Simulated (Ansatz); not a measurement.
Abridged output of a molecular run in Ansatz:

```
Functional definition: HF
1563 factors; integrals over basis functions are off by at most 7.8e-4 eV
mean field evaluation 1: about -14777.2763 eV, gradient 3.8e1 eV
mean field evaluation 2: about -14777.5630 eV, gradient 3.9e1 eV
mean field evaluation 4: about -14780.8535 eV, gradient 4.5e0 eV
mean field evaluation 8: about -14780.9161 eV, gradient 2.4e-1 eV
mean field -14780.91628070 eV, -543.1886544507 hartree, gradient 2.2e-6 eV, S^2 0.000000; 0 other end points of the search recorded, 0 dependent functions left out
9 core orbitals not correlated: weight in the atoms' cores, before any rotation towards them, 1.000 or more for the frozen orbitals, at most 0.000 for the correlated occupied ones
reference -14780.91628070 eV, -543.1886544507 hartree; 16, 16 occupied and 239, 239 virtual orbitals, 1563 factors
second order -25.96937789 eV of doubles, -0.00000000 eV of singles
cycle   1  -26.40455070 eV  change   -4.4e-1 eV  update   1.1e-1
cycle   2  -27.01964087 eV  change   -6.2e-1 eV  update   3.1e-2
cycle   3  -27.16190075 eV  change   -1.4e-1 eV  update   1.5e-2
cycle   4  -27.14920511 eV  change    1.3e-2 eV  update   3.0e-3
cycle   5  -27.14833953 eV  change    8.7e-4 eV  update   1.3e-3
cycle   6  -27.14916690 eV  change   -8.3e-4 eV  update   4.0e-4
cycle   7  -27.14898529 eV  change    1.8e-4 eV  update   1.6e-4
cycle   8  -27.14889951 eV  change    8.6e-5 eV  update   5.5e-5
cycle   9  -27.14891746 eV  change   -1.8e-5 eV  update   2.3e-5
perturbative correction -0.92545554 eV, -0.0340098638 hartree
Total energy: -14808.99065369 eV, -544.2203686289 hartree
```

Its atoms:

Z-matrix (Å, degrees):
```
C
O 1 1.412
H 1 1.094 2 111.2
H 1 1.091 2 108.1 3 -119.5
H 1 1.096 2 111.5 3 121.2
Si 2 1.637 1 123.7 3 -72.0
C 6 1.890 2 112.1 1 70.3
H 6 1.484 2 106.9 1 -171.5
H 6 1.489 2 110.4 1 -50.2
F 7 1.396 6 110.3 2 -64.8
H 7 1.097 6 111.2 2 175.3
H 7 1.096 6 111.6 2 55.1
```

**Question.** Which basis set was used?
A. def2-SVPD
B. def2-TZVPP
C. def2-SVP
D. def2-QZVPP

**Answer.** B. It gives 264 functions.

**Question.** Write the keys of the input that set method, charge and spin (a neutral closed shell needs none for the last two).

**Answer.** 
```yaml
correlation: {method: ccsd_t}
```
